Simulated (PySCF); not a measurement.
Isomers of [C3H7O3S]- (charge -1), one GFN2-xTB conformer each. Single-point energies are computed at PBE0/pcSseg-1 (PySCF, gas phase, no added dispersion term), electronic only.

Question: Rank them by PBE0/pcSseg-1 energy, lowest first (kcal/mol).
A. `[CH3:1][S:2](=[O:3])(=[O:4])[CH2:5][CH2:6][O-:7]` (charge -1) with C1–S2–C5–C6 -42°, S2–C5–C6–O7 71°
B. `[CH3:1][CH2:2][O:3][CH2:4][S@@:5](=[O:6])[O-:7]` (charge -1) with C1–C2–O3–C4 -164°, C2–O3–C4–S5 64°, O3–C4–S5–O6 168°
C. `[CH2-:1][S:2](=[O:3])(=[O:4])[O:5][CH2:6][CH3:7]` (charge -1) with H–C1–S2–O3 -56° and -173°, C1–S2–O5–C6 180°, S2–O5–C6–C7 180°
D. `C(C)(C)S(=O)([O-])=O`

Answer: D (0.0), B (28.4), A (48.0), C (52.2).

Neighbours under 5.0 kcal/mol apart (CS(=O)(=O)CC[O-] and [CH2-]S(=O)(=O)OCC) can change places with a better method, another conformer or zero-point energy. GFN2-xTB itself gives, in the same order: 0.0, 28.4, 55.8, 48.8. Both levels put the same isomer lowest; measured from each level's own lowest isomer, the values differ by up to 7.8 kcal/mol (CS(=O)(=O)CC[O-]: 55.8 against 48.0).
